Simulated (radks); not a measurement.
Values are calculated unless marked as measured or tabulated.
F3.75+, configuration [He] 2s2 2p(up 1, down 0.25) (fractional occupations, a model configuration). Code: a radial shooting solver on a logarithmic mesh with Libxc functionals. Model: scalar-relativistic Kohn-Sham, SCAN, spin-polarised, spherical densities, finite nucleus; meta-GGA in the generalised Kohn-Sham scheme; Fermi nuclear charge, rms radius 2.8976 fm.

Normalised radial functions P(r) = r R(r), r in bohr:

r           2s up
0.008303   0.1122
0.01116    0.1469
0.01501    0.1905
0.02034    0.2456
0.02735    0.3089
0.03677    0.3793
0.04943    0.4503
0.067      0.5103
0.09007    0.5347
0.1211     0.4960
0.1641     0.3563
0.2207     0.1002
0.2967    -0.2686
0.3989    -0.6872
0.5406    -1.0343
0.7268    -1.1427
0.9771    -0.9650
1.324     -0.5917
1.78      -0.2505
2.394     -0.0652

2s up: eigenvalue -112.99 eV, 1 radial node at r = 0.241 bohr, <r> = 0.843 bohr, 90 % of the charge inside 1.30 bohr.
